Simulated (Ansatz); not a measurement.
Cost and result for the atomization energy of `O=C=N[SiH](Cl)Cl` (7 atoms, 6 bonds).

The species carries charge 0 and has multiplicity 1. All single points use the PBE0-D4/def2-TZVP geometry. It is one conformer, not always the lowest. Program: Ansatz. All runs use 4 threads of an Intel Xeon Platinum 8488C on a shared host. Times are those of one run each, without the atoms' runs, and a repeat can differ threefold. Electronic energies, without spin–orbit coupling; frozen cores. CCSD(T)/CBS adds CCSD(T) − MP2 in def2-TZVPP to the MP2 limit, and its time is that of the two runs behind it. T1 = 0.014. HSE06 is the plane-wave form, built on full-range PBE exchange.

CCSD(T)/CBS is a level of theory with its own doubt, some kJ/mol a heavy atom from the limit and from the frozen cores, so smaller differences don't rank the functionals.

| level | functions | wall time |
| --- | --- | --- |
| LDA (SPW92)/def2-TZVPP | 233 | 0.85 s |
| BLYP-D4/def2-TZVPP | 233 | 1.2 s |
| PBE-D4/def2-TZVPP (with forces) | 233 | 1.5 s |
| BHLYP-D4/def2-TZVPP | 233 | 2.2 s |
| HSE06-D4/def2-TZVPP | 233 | 2.2 s |
| CAM-B3LYP-D4/def2-TZVPP | 233 | 2.4 s |
| CCSD(T)/def2-SVP | 101 | 2.7 s |
| PBE-QIDH/def2-TZVPP | 233 | 3.4 s |
| B97M-V/def2-TZVPP | 233 | 3.9 s |
| ωB97X-V/def2-TZVPP | 233 | 4.4 s |
| MP2/def2-QZVPP | 411 | 11 s |
| CCSD(T)/def2-TZVPP | 233 | 63 s |
| CCSD(T)/CBS(def2) | – | 74 s |

**Question.** What atomization energy does each give, and how far from CCSD(T)/CBS? (An estimate is asked.)

**Answer.** The calculation gave: 
```csv
level,atomization (kJ/mol),difference from CCSD(T)/CBS,per bond
LDA (SPW92)/def2-TZVPP,3455.7,535.3,89.2
BLYP-D4/def2-TZVPP,2956.6,36.2,6.0
PBE-D4/def2-TZVPP (with forces),3059.8,139.4,23.2
BHLYP-D4/def2-TZVPP,2779.4,-141.0,-23.5
HSE06-D4/def2-TZVPP,2955.6,35.2,5.9
CAM-B3LYP-D4/def2-TZVPP,2927.4,7.0,1.2
CCSD(T)/def2-SVP,2689.0,-231.4,-38.6
PBE-QIDH/def2-TZVPP,2917.4,-3.0,-0.5
B97M-V/def2-TZVPP,2967.2,46.8,7.8
ωB97X-V/def2-TZVPP,2950.6,30.2,5.0
MP2/def2-QZVPP,3027.5,107.1,17.9
CCSD(T)/def2-TZVPP,2811.0,-109.4,-18.2
CCSD(T)/CBS(def2),2920.4,0.0,0.0
```

The D4 term adds +37.1 kJ/mol with B3LYP and +19.5 kJ/mol with PBE0; it sums over pairs of atoms, weighted by their polarisabilities, and B3LYP, whose exchange is more repulsive, gets the larger term. From PBE to PBE0 (25 % exact exchange), in def2-TZVPP and without D4, the atomization energy moves by −104.2 kJ/mol: exact exchange takes away binding that semilocal exchange gives to molecules. In def2-TZVPP, CCSD(T) changes the Hartree–Fock value by +830.9 kJ/mol (the triples alone add +79.3 kJ/mol) and MP2 by +982.3 kJ/mol; breaking electron pairs costs correlation energy, which Hartree–Fock lacks.

B3LYP here is the variant with VWN-RPA as its local correlation; programs differ in this.
